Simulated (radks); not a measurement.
Results of a calculation; reference values are marked as such.
Neutral ytterbium inside a hard spherical wall (all orbitals vanish at R), configuration held at [Xe] 4f14 6s2 and not refilled when levels cross. Code: a radial shooting solver on a logarithmic mesh with Libxc functionals. Model: scalar-relativistic Kohn-Sham, PBE, spin-unpolarised, spherical densities, point nucleus. Eigenvalues in eV, with the zero of energy where the potential of the charges vanishes at infinity; a dash marks a level that is unbound or too diffuse for the functional's potential to be trusted. A positive occupied level is held by the wall or, in an anion where self-interaction has pushed it up, behind a barrier. The pressure on the wall is -dE/dV.

| R (bohr) | E (hartree) | kinetic (hartree) | e(5s) | e(5p) | e(6s) | e(4f) | e(6p, empty) | e(5d, empty) | pressure (GPa) |
|---|---|---|---|---|---|---|---|---|---|
| free | -14059.8048 | 15324.140 | -54.929 | -27.426 | -3.920 | -3.018 | - | - | 0 |
| 12 | -14059.8045 | 15324.143 | -54.903 | -27.400 | -3.901 | -2.992 | -1.006 | -0.620 | 0.00430 |
| 10 | -14059.8028 | 15324.158 | -54.794 | -27.293 | -3.815 | -2.886 | -0.767 | -0.489 | 0.0449 |
| 8 | -14059.7912 | 15324.234 | -54.347 | -26.852 | -3.414 | -2.450 | 0.065 | -0.006 | 0.474 |
| 7 | -14059.7696 | 15324.349 | -53.803 | -26.318 | -2.839 | -1.915 | 1.113 | 0.581 | 1.60 |
| 6 | -14059.7130 | 15324.603 | -52.836 | -25.382 | -1.599 | -0.956 | 3.217 | 1.669 | 5.77 |
| 5 | -14059.5574 | 15325.214 | -51.125 | -23.753 | 1.269 | 0.788 | 7.768 | 3.757 | 23.8 |
| 4 | -14059.0646 | 15327.054 | -47.739 | -20.571 | 8.940 | 4.435 | 19.004 | 8.314 | 129 |
| 3.5 | -14058.4143 | 15329.503 | -44.505 | -17.456 | 17.808 | 8.131 | 31.091 | 12.954 | 356 |
| 3 | -14056.9453 | 15335.022 | -38.815 | -11.651 | 35.453 | 14.923 | 53.640 | 21.518 | 1150 |
